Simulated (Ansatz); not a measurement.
`CCC[SiH2]Cl` + H₂Te → `CCC[TeH]` + `[SiH3]Cl`  (substitution at a C–Si bond)

Program: Ansatz. Geometries: PBE0-D4/def2-TZVP. ΔE: electronic, gas phase. CCSD(T)/CBS adds triple-zeta CCSD(T) − MP2 to the extrapolated MP2 energy (def2 sets, frozen cores). This one scheme is used for every species. Elements past krypton have def2 core potentials. For Te outer-core shells are correlated without core-valence functions, which leaves a few kJ/mol of doubt a bond. One conformer a species, not always the lowest.

`CCC[SiH2]Cl`:

```xyz
14

C    -0.551    1.122   -1.664
C     0.039   -0.002   -0.831
C    -0.091    0.245    0.670
Si    0.627   -1.098    1.742
Cl   -0.342   -2.882    1.370
H    -1.615    1.252   -1.449
H    -0.449    0.922   -2.734
H    -0.054    2.073   -1.453
H     1.096   -0.134   -1.089
H    -0.453   -0.946   -1.086
H     0.415    1.180    0.948
H    -1.143    0.377    0.946
H     2.066   -1.316    1.446
H     0.455   -0.796    3.185
```

H₂Te:

```xyz
3

Te    0.119    0.743   -0.195
H    -1.051   -0.379   -0.533
H     0.933   -0.365    0.728
```

`CCC[TeH]`:

Z-matrix (Å, degrees):
```
C
C 1 1.521
H 1 1.092 2 111.2
H 1 1.093 2 111.1 3 -120.1
H 1 1.093 2 111.1 3 120.0
C 2 1.516 1 111.8 3 180.0
H 2 1.095 1 109.6 3 58.2
H 2 1.095 1 109.6 3 -58.2
Te 6 2.156 2 110.2 1 179.9
H 6 1.090 2 111.3 1 60.8
H 6 1.090 2 111.3 1 -61.1
H 9 1.658 6 93.9 2 179.7
```

`[SiH3]Cl`:

Cartesian coordinates in Å:
```
Si -0.019 0.045 -0.119
Cl 0.287 -0.680 1.778
H 0.633 1.370 -0.227
H -1.477 0.168 -0.345
H 0.576 -0.904 -1.087
```

```
      species  CCSD(T)/CBS(def2) energy (Eh)
`CCC[SiH2]Cl`                     -868.49503
         H₂Te                     -268.91024
   `CCC[TeH]`                     -386.69614
   `[SiH3]Cl`                     -750.69636
```

Work out ΔE.

ΔE = (-386.69614) + (-750.69636) − (-868.49503) − (-268.91024) = 0.01277 Eh = +33.5 kJ/mol.

Largest T1 diagnostic among the species: 0.010.
